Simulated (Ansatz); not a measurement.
```xyz
2

H     0.0000    0.0000   -1.4932
Br    0.0000    0.0000    0.0427
```

Basis set: def2-TZVP (spherical functions). Frozen core: 9 orbitals. Charge 0, multiplicity 1.

Computed with Ansatz (development build ahead of 0.2.0); each method stands on the lowest determinant of its kind that the runs found. Restricted open shells among the atoms or ions are ROHF, correlated in semicanonical orbitals with singles.

The atomization energy at this shape (free ground-state atoms in the same class of orbitals less the molecule, no zero-point energy) of singlet HBr:

| method | atomization energy |
| --- | --- |
| RHF-MP2 | 3.66 eV |

What does RHF give?

2.74 eV. Caution: the shape is not the minimum.
